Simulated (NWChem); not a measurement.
AlHBr2; SMILES [AlH]([Br])[Br]

```xyz
4

Al     0.0000     0.0000    -0.8765
H      0.0000     0.0000    -2.4459
Br    -1.9316     0.0000     0.2670
Br     1.9316     0.0000     0.2670
```
Atoms are numbered in this order, from 1.

Level: PBE0/def2-SVP (NWChem), optimised geometry, unscaled harmonic frequencies. This build's default masses of Se (78.918 u) and Br (79.917 u) are each other's, which moves their modes by up to 0.6 %.

Question: List the harmonic frequencies with IR intensities, and the thermochemistry.

Answer: 
| frequency (cm⁻¹) | IR intensity (km/mol) |
|---|---|
| 108 | 2.9 |
| 367 | 30.3 |
| 438 | 97.7 |
| 489 | 73.1 |
| 648 | 255.3 |
| 2013 | 121.0 |

| Property | Result |
|---|---|
| zero-point energy | 5.8 kcal/mol |
| thermal correction to the enthalpy at 298.15 K (with zero-point energy) | 9.2 kcal/mol |
| heat capacity Cv | 13.0 cal/(mol K) |
| entropy at 298.15 K and 1 atm (symmetry number 2) | 74.4 cal/(mol K) |
| dipole moment | 0.90 D |

Rigid rotor and harmonic oscillator.
